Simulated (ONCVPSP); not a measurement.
**Reading a pseudo-wave (Al)**

Columns: radius, all-electron u(r) and pseudo u(r) of the 3p shell (level -2.79 eV) of aluminium in the configuration [Ne] 3s2 3p1; LDA (Perdew-Zunger), scalar-relativistic, ONCV scheme, ONCVPSP 4.0.1.

```json
{"r (bohr)": "0.138", "all-electron": "-0.1135", "pseudo": "0.0048"}
{"r (bohr)": "0.275", "all-electron": "-0.2058", "pseudo": "0.0188"}
{"r (bohr)": "0.413", "all-electron": "-0.2121", "pseudo": "0.0417"}
{"r (bohr)": "0.550", "all-electron": "-0.1618", "pseudo": "0.0724"}
{"r (bohr)": "0.688", "all-electron": "-0.0832", "pseudo": "0.1098"}
{"r (bohr)": "0.825", "all-electron": "0.0050", "pseudo": "0.1519"}
{"r (bohr)": "0.963", "all-electron": "0.0937", "pseudo": "0.1977"}
{"r (bohr)": "1.100", "all-electron": "0.1763", "pseudo": "0.2450"}
{"r (bohr)": "1.238", "all-electron": "0.2515", "pseudo": "0.2929"}
{"r (bohr)": "1.375", "all-electron": "0.3171", "pseudo": "0.3392"}
{"r (bohr)": "1.513", "all-electron": "0.3738", "pseudo": "0.3830"}
{"r (bohr)": "1.650", "all-electron": "0.4211", "pseudo": "0.4226"}
{"r (bohr)": "1.788", "all-electron": "0.4603", "pseudo": "0.4576"}
{"r (bohr)": "1.925", "all-electron": "0.4914", "pseudo": "0.4874"}
{"r (bohr)": "2.062", "all-electron": "0.5153", "pseudo": "0.5118"}
{"r (bohr)": "2.200", "all-electron": "0.5330", "pseudo": "0.5308"}
{"r (bohr)": "2.338", "all-electron": "0.5449", "pseudo": "0.5440"}
{"r (bohr)": "2.475", "all-electron": "0.5518", "pseudo": "0.5516"}
{"r (bohr)": "2.613", "all-electron": "0.5544", "pseudo": "0.5544"}
{"r (bohr)": "2.750", "all-electron": "0.5532", "pseudo": "0.5532"}
{"r (bohr)": "2.888", "all-electron": "0.5489", "pseudo": "0.5489"}
{"r (bohr)": "3.025", "all-electron": "0.5419", "pseudo": "0.5419"}
{"r (bohr)": "3.162", "all-electron": "0.5328", "pseudo": "0.5328"}
{"r (bohr)": "3.300", "all-electron": "0.5217", "pseudo": "0.5217"}
{"r (bohr)": "3.438", "all-electron": "0.5092", "pseudo": "0.5092"}
{"r (bohr)": "3.575", "all-electron": "0.4955", "pseudo": "0.4955"}
```

Q: How many radial nodes do the two functions have?

A: The all-electron 3p function has n − l − 1 = 1; the pseudo-wave has 0, since the states of the same l below it are removed with the core.

Q: At about which radius was the pseudo-wave matched?

A: 2.75 bohr. The columns agree to 0.0005 from 2.48 bohr on; several derivatives are matched, so the curves merge somewhat inside the radius.

Q: Is the pseudo-wave norm-conserving?

A: Yes: the ONCV scheme keeps the norm inside the radius equal to the all-electron one, which fixes the energy derivative of the logarithmic derivative at the level.
